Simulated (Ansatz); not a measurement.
Reaction (redistribution): `B[C](=C)[AlH][CH3]` + `C[C@H]1C[Si@H]1Cl` → `B[C@H]1C[Si@H]1Cl` + `C=[C](C)[AlH][CH3]`

Calculated with Ansatz (gas phase, PBE0-D4/def2-TZVP geometries, no zero-point term in ΔE). CCSD(T)/CBS adds triple-zeta CCSD(T) − MP2 to the extrapolated MP2 energy (def2 sets, frozen cores). Functionals use def2-TZVPP. Each species was taken in one conformer, which may not be the lowest.

`B[C](=C)[AlH][CH3]`:

```xyz
13

B    -1.424   -0.491    1.180
C    -0.925    0.357   -0.009
C    -1.829    1.182   -0.577
Al    0.884    0.323   -0.750
C     2.262   -0.837   -0.006
H    -0.712   -1.270    1.752
H    -2.561   -0.377    1.555
H    -2.856    1.249   -0.212
H    -1.596    1.828   -1.426
H     1.158    1.291   -1.988
H     3.231   -0.728   -0.499
H     1.964   -1.889   -0.081
H     2.403   -0.638    1.062
```

`C[C@H]1C[Si@H]1Cl`:

Cartesian coordinates in Å:
```
C -1.393 0.389 0.553
C -0.307 0.250 -0.483
C 1.150 0.628 -0.060
Si 0.907 -1.128 -0.517
Cl 0.863 -2.533 0.970
H -2.320 -0.083 0.219
H -1.605 1.443 0.761
H -1.107 -0.082 1.497
H -0.580 0.647 -1.459
H 1.692 1.310 -0.708
H 1.267 0.868 0.993
H 1.433 -1.709 -1.766
```

`B[C@H]1C[Si@H]1Cl`:

Z-matrix (Å, degrees):
```
C
C 1 1.549
Si 1 1.895 2 62.7
B 1 1.501 2 124.6 3 88.0
H 1 1.089 2 115.3 3 -99.4
H 2 1.085 1 115.9 3 113.6
H 2 1.086 1 114.5 3 -111.5
Cl 3 2.034 1 124.5 2 104.6
H 3 1.471 1 116.7 2 -110.6
H 4 1.199 1 120.7 2 -1.4
H 4 1.197 1 119.7 2 -178.1
```

`C=[C](C)[AlH][CH3]`:

Cartesian coordinates in Å:
```
C 1.046 -1.897 0.442
C 0.187 -0.918 0.137
C -1.250 -1.229 -0.163
Al 0.944 0.881 0.118
C -0.154 2.442 -0.294
H 0.745 -2.945 0.484
H 2.092 -1.697 0.664
H -1.921 -0.709 0.529
H -1.530 -0.889 -1.166
H -1.463 -2.301 -0.099
H 2.494 0.995 0.467
H 0.427 3.361 -0.404
H -0.890 2.613 0.500
H -0.728 2.293 -1.215
```

| level | ΔE (kJ/mol) |
| --- | --- |
| ωB97M-V | -38.3 |
| CCSD/CBS(def2) | -33.3 |

Problem. What does CCSD(T)/CBS give? (Estimate.)

Solution. Ansatz gave: -35.9 kJ/mol. The listed levels differ from it by -2.4, 2.6 kJ/mol.

Largest T1 diagnostic among the species: 0.011.

In def2-TZVPP, CCSD(T) changes the Hartree–Fock value by −17.1 kJ/mol (the triples alone add −2.6 kJ/mol) and MP2 by −19.7 kJ/mol. From PBE to PBE0 (25 % exact exchange), in def2-TZVPP and without D4, ΔE moves by +3.5 kJ/mol.
